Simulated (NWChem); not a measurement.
Isomers of Si₂NH₇O, each optimised at B3LYP/6-31G* with NWChem, gas phase unless a solvent is named. Flexible species stand in one conformer each, which need not be the lowest. Pople sets run with spherical d functions.

A: N[Si@H](O)[SiH3]
B: N[SiH2][SiH2]O
C: [SiH3]O[SiH2]N

Task: Rank them by SMD solvation free energy in water, B3LYP/6-31G* (kcal/mol), lowest first.

Result: B (-5.9), A (-5.2), C (-0.3)
